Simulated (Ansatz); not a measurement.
`[CH3][Al]([I])[CH2]O` + H–F → `OCF` + `[CH3][AlH][I]`  (substitution at a C–Al bond)

Isolated molecules relaxed with PBE0-D4/def2-TZVP in Ansatz; ΔE leaves out vibrations. CBS: MP2 limit from def2 TZ/QZ plus the TZ coupled-cluster correction, frozen cores. This one scheme is used for every species. Functionals use def2-TZVPP. Elements past krypton have def2 core potentials. For I outer-core shells are correlated without core-valence functions, which leaves a few kJ/mol of doubt a bond. One conformer a species, not always the lowest.

`[CH3][Al]([I])[CH2]O`:

```xyz
11

C     1.436   -0.653    0.950
Al    0.422    0.708    0.004
I     1.424    2.962   -0.345
C    -1.377    0.412   -0.756
O    -1.973   -0.819   -0.338
H     2.124   -1.162    0.264
H     0.781   -1.411    1.387
H     2.045   -0.218    1.746
H    -2.035    1.206   -0.385
H    -1.399    0.523   -1.850
H    -1.448   -1.546   -0.676
```

H–F:

Cartesian coordinates in Å:
```
F -0.193 0.260 -0.326
H 0.193 -0.260 0.326
```

`OCF`:

Z-matrix (Å, degrees):
```
C
F 1 1.381
O 1 1.370 2 111.1
H 1 1.091 2 107.8 3 -117.4
H 1 1.096 2 106.3 3 123.2
H 3 0.962 1 109.3 2 70.7
```

`[CH3][AlH][I]`:

Z-matrix (Å, degrees):
```
C
Al 1 1.940
H 1 1.091 2 112.7
H 1 1.095 2 110.3 3 121.2
H 1 1.095 2 110.3 3 -121.2
I 2 2.483 1 119.5 3 0.2
H 2 1.580 1 124.3 3 -179.8
```

```tsv
level	ΔE (eV)
ωB97M-V	0.16
PBE0	0.14
```

(1) What does CCSD(T)/CBS give? (An estimate is asked.)

Largest T1 diagnostic among the species: 0.011.

Results:

(1) Ansatz gave: +0.28 eV. The listed levels differ from it by -0.12, -0.14 eV.

The D4 term adds +0.09 eV with B3LYP and +0.05 eV with PBE0; it sums over pairs of atoms, weighted by their polarisabilities, and B3LYP, whose exchange is more repulsive, gets the larger term. In def2-TZVPP, CCSD(T) changes the Hartree–Fock value by +0.34 eV (the triples alone add +0.03 eV) and MP2 by +0.43 eV.

B3LYP here is the variant with VWN-RPA as its local correlation; programs differ in this.
